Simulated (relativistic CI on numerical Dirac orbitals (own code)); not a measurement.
**Transition arrays of Sn XXIV**

Calculated at this level of theory: Dirac-Coulomb-Breit CI, KLI orbitals optimised for each configuration, model QED, valence Slater integrals scaled by 0.9, whole transition arrays (own radial code, finite nucleus).

CI space (outside the closed core [Ne] 3s2): 3p6 3d9, 3p6 3d8 4f, 3p5 3d10, 3p6 3d8 4p, 3p6 3d8 5f. Levels of other configurations are missing.

All E1 lines from the levels of 3p6 3d9; mean and standard deviation are weighted by gf, and upper levels are sorted by their leading configuration.

```tsv
Upper configuration	Lines	Σgf	Mean (eV)	Mean (nm)	σ (eV)	Strongest line (nm)
3p6 3d8 4f	81	54.7	704.16	1.761	5.78	1.754
3p5 3d10	3	1.9	237.56	5.219	17.47	5.500
3p6 3d8 4p	60	4.2	534.45	2.320	4.98	2.324
3p6 3d8 5f	81	22.8	883.63	1.403	6.24	1.402
```

Σgf per state of the lower configuration in bins of 0.05 nm over the central range (centre: value): 1.375: 0.98, 1.425: 1.30, 1.725: 0.58, 1.775: 4.66, 1.825: 0.23, 2.275: 0.06, 2.325: 0.35.

Q: How do configuration mixing and the scaling of the Slater integrals move the arrays?

A: Slater scale 0.9, no configuration mixing: 3p6 3d8 4f 705.0 ± 5.9 eV (Σgf 59.3), 3p5 3d10 238.7 ± 17.6 eV (Σgf 2.1), 3p6 3d8 4p 534.5 ± 5.0 eV (Σgf 3.8), 3p6 3d8 5f 882.7 ± 6.2 eV (Σgf 17.2); Slater scale 1: 3p6 3d8 4f 705.9 ± 6.1 eV (Σgf 54.8), 3p5 3d10 237.3 ± 17.5 eV (Σgf 1.8), 3p6 3d8 4p 534.7 ± 5.3 eV (Σgf 4.3), 3p6 3d8 5f 884.4 ± 6.6 eV (Σgf 22.9); Slater scale 0.8: 3p6 3d8 4f 702.4 ± 5.5 eV (Σgf 54.6), 3p5 3d10 237.8 ± 17.5 eV (Σgf 1.9), 3p6 3d8 4p 534.2 ± 4.6 eV (Σgf 4.2), 3p6 3d8 5f 882.8 ± 5.9 eV (Σgf 22.8). With mixing, levels are counted to their leading configuration, so an array can shrink or vanish into another, and the sums then hold other lines.
